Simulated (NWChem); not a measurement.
System: C$_{2}$H$_{4}$ClFSi; SMILES F[SiH2]/C=C\Cl

Output (shortened):

```
             Northwest Computational Chemistry Package (NWChem) 7.3.0
             --------------------------------------------------------

 CS  symmetry detected

                             Geometry "geometry" -> ""
                             -------------------------

 Output coordinates in angstroms (scale by  1.889725989 to convert to a.u.)

  No.       Tag          Charge          X              Y              Z
 ---- ---------------- ---------- -------------- -------------- --------------
    1 F                    9.0000    -0.03183321     2.74254080     0.00000000
    2 Si                  14.0000     0.47908304     1.19610936     0.00000000
    3 C                    6.0000    -1.05516476     0.13353674     0.00000000
    4 C                    6.0000    -1.03661989    -1.19942215     0.00000000
    5 Cl                  17.0000     0.44144735    -2.10415810     0.00000000
    6 H                    1.0000     1.29509417     0.98400852     1.22626400
    7 H                    1.0000     1.29509417     0.98400852    -1.22626400
    8 H                    1.0000    -2.04252357     0.61086034     0.00000000
    9 H                    1.0000    -1.92222551    -1.84127537     0.00000000

 Effective nuclear repulsion energy (a.u.)     264.4039084540

      Symmetry information
      --------------------

 Group name             Cs
 Group number              2
 Group order               2
 No. of unique centers     8

                                 NWChem DFT Module
                                 -----------------

 Summary of "ao basis" -> "ao basis" (spherical)
 ------------------------------------------------------------------------------
       Tag                 Description            Shells   Functions and Types
 ---------------- ------------------------------  ------  ---------------------
 F                         def2-tzvp                11       31   5s3p2d1f
 Si                        def2-tzvp                13       37   5s5p2d1f
 C                         def2-tzvp                11       31   5s3p2d1f
 Cl                        def2-tzvp                13       37   5s5p2d1f
 H                         def2-tzvp                 4        6   3s1p

      Symmetry analysis of basis
      --------------------------

        a'        129
        a"         62

            General Information
            -------------------
          SCF calculation type: DFT
          Wavefunction type:  closed shell.
          No. of atoms     :     9
          No. of electrons :    56
           Alpha electrons :    28
            Beta electrons :    28
          Charge           :     0
          Spin multiplicity:     1
          Use of symmetry is: on ; symmetry adaption is: on
          Maximum number of iterations: 150
          AO basis - number of functions:   191
                     number of shells:    75
          Convergence on energy requested:  1.00D-06
          Convergence on density requested:  1.00D-05
          Convergence on gradient requested:  5.00D-04

              XC Information
              --------------
                         PBE0 Method XC Functional
                     Hartree-Fock (Exact) Exchange  0.250
          PerdewBurkeErnzerhof Exchange Functional  0.750
            Perdew 1991 LDA Correlation Functional  1.000 local
           PerdewBurkeErnz. Correlation Functional  1.000 non-local

             Grid Information
             ----------------
          Grid used for XC integration:  medium
          Radial quadrature: Mura-Knowles
          Angular quadrature: Lebedev.
          Tag              B.-S. Rad. Rad. Pts. Rad. Cut. Ang. Pts.
          ---              ---------- --------- --------- ---------
          F                   0.50       49          12.0       434
          Si                  1.10       88          11.0       590
          C                   0.70       49          10.0       434
          Cl                  1.00       88          11.0       590
          H                   0.35       45          12.0       434
          Grid pruning is: on
          Number of quadrature shells:   458
          Spatial weights used:  Erf1

      Superposition of Atomic Density Guess
      -------------------------------------

 Sum of atomic energies:        -925.07307068

      Non-variational initial energy
      ------------------------------

 Total energy =    -926.902785
 1-e energy   =   -1803.910978
 2-e energy   =     612.604285
 HOMO         =      -0.301968
 LUMO         =      -0.006369

      Symmetry analysis of molecular orbitals - initial
      -------------------------------------------------

  Numbering of irreducible representations:

     1 a'          2 a"

  Orbital symmetries:

     1 a'          2 a'          3 a'          4 a'          5 a'
     6 a'          7 a'          8 a'          9 a"         10 a'
    11 a'         12 a'         13 a"         14 a'         15 a'
    16 a'         17 a'         18 a'         19 a'         20 a"
    21 a'         22 a'         23 a'         24 a"         25 a"
    26 a'         27 a'         28 a"         29 a"         30 a'
    31 a'         32 a'         33 a'         34 a'         35 a"
    36 a'         37 a'         38 a"

------------------------------------------------------------
EAF file 0: "./job.aoints.0" size=311427072 bytes
------------------------------------------------------------
               write      read    awrite     aread      wait
               -----      ----    ------     -----      ----
     calls:      594         0         0         0         0
   data(b): 3.11e+08  0.00e+00  0.00e+00  0.00e+00
   time(s): 0.00e+00  0.00e+00  0.00e+00  0.00e+00  0.00e+00
rate(mb/s): 0.00e+00  0.00e+00
------------------------------------------------------------

     ---------------------------------------------
      Total Density - Mulliken Population Analysis
     ---------------------------------------------

[...]
```

Level: PBE0/def2-TZVP. Coordinates come from a PBE0/def2-SVP optimisation.

**Question.** Reconstruct the input file.

**Answer.** Several could match; the one computed here: the input that was run:
```
start job
memory heap 200 mb stack 900 mb global 1100 mb
geometry units angstroms noautoz
  F     -0.064037     2.757963     0.000000
  Si     0.464194     1.217360     0.000000
  C     -1.058038     0.137644     0.000000
  C     -1.024542    -1.195023     0.000000
  Cl     0.463581    -2.083122     0.000000
  H      1.282533     1.014426     1.226264
  H      1.282533     1.014426    -1.226264
  H     -2.050689     0.603862     0.000000
  H     -1.902892    -1.846770     0.000000
end
basis spherical
  * library def2-tzvp
end
dft
  xc pbe0
  iterations 150
  semidirect filesize 400000000
  mulliken
end
task dft energy
```
